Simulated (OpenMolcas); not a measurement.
# F⁺: effect of the active space

| Property | Result |
| --- | --- |
| Program | OpenMolcas 26.06 |
| Method | SS-CASPT2 or its RAS form, IPEA 0.25 Eh, imaginary shift 0.1 Eh |
| Basis | ANO-RCC-VQZP |
| Scalar Hamiltonian | DKH2, point nucleus |
| Spin-orbit coupling | state interaction with AMFI integrals over the reference wave functions, term energies averaged over their components |

A. 4 electrons in 3 orbitals (2p); 2S+1 = 3 even, 3 roots; 2S+1 = 1 even, 6 roots; closed shells correlated: 1s 2s; CASPT2 step about 1.4 core-seconds
B. 6 electrons in 4 orbitals (2s 2p); 2S+1 = 3 even, 3 roots; 2S+1 = 1 even, 6 roots; 2S+1 = 3 odd, 3 roots; 2S+1 = 1 odd, 3 roots; closed shells correlated: 1s; CASPT2 step about 2.4 core-seconds
C. 4 electrons in 9 orbitals (RAS2 2p; RAS3 3s 3d, at most 1 electron); 2S+1 = 3 even, 3 roots; 2S+1 = 1 even, 6 roots; 2S+1 = 5 odd, 1 root; 2S+1 = 3 odd, 9 roots; 2S+1 = 1 odd, 8 roots; closed shells correlated: 1s 2s; CASPT2 step of the order of 16 core-seconds
D. 6 electrons in 9 orbitals (RAS2 2s 2p; RAS3 3d, at most 2 electrons); 2S+1 = 3 even, 3 roots; 2S+1 = 1 even, 6 roots; 2S+1 = 3 odd, 3 roots; 2S+1 = 1 odd, 3 roots; closed shells correlated: 1s; CASPT2 step roughly 13 core-seconds

Energies in cm⁻¹ above 2s² 2p⁴ ³P₂, the measured ground level; measured values from NIST Handbook of Basic Atomic Spectroscopic Data.

```csv
Level,A,B,C,D,Measured
2s² 2p⁴ ³P₂,0.0,0.0,0.0,0.0,0.0
2s² 2p⁴ ³P₁,320,320,320,317,341
2s² 2p⁴ ³P₀,474,474,474,471,490
2s² 2p⁴ ¹D₂,20810,20790,20820,20880,20873
2s² 2p⁴ ¹S₀,46840,44290,49710,44840,44918
```

Deviations, from unrounded energies. A percentage is the sum of absolute deviations over the sum of measured energies, with the sign that they share, or ± where signs differ.

| Against measurement | Levels | A | B | C | D |
| --- | --- | --- | --- | --- | --- |
| mean absolute deviation (cm-1) | 4 | 500 | 190 | 1200 | 33 |
| fine structure of the ground term (%) | 2 | -4.4 | -4.4 | -4.4 | -5.2 |
| other terms of the ground configuration (%) | 2 | ±3.0 | -1.1 | ±7.4 | ±0.1 |

D lies closest to measurement on these levels and C furthest from it. The largest miss of D in the table is 2s² 2p⁴ ¹S₀, by -79 cm-1. The ranking rests on the paired levels alone, and a cruder setting can come out closer through cancelling errors.

Among A to D the level of the table that moves most is 2s² 2p⁴ ¹S₀, by 5400 cm-1 (lowest in B, highest in C). Moves below CASPT2's spread within the term are not significant.

Term energies are means over components that CASPT2 splits; among the terms shown or strongly mixed into the levels shown the widest spread is 74 cm-1 (2s² 2p⁴ ¹D, B). With the s shell closed, the reference lacks s² → p² mixing (holds for A; C). Active for correlation alone: 3d; no level in the range computed is led by a configuration that fills it, so any true level of that kind is missing (holds for D). Measured partners are found by configuration, term and J. A level has none where our copy of the source lacks it or the pairing is in doubt (some pairs that miss far off the trend of their configuration count as doubtful), and it then counts in no deviation. Only configurations of the active space appear. The table leaves out levels that lie high or whose names do not pair safely across all columns.
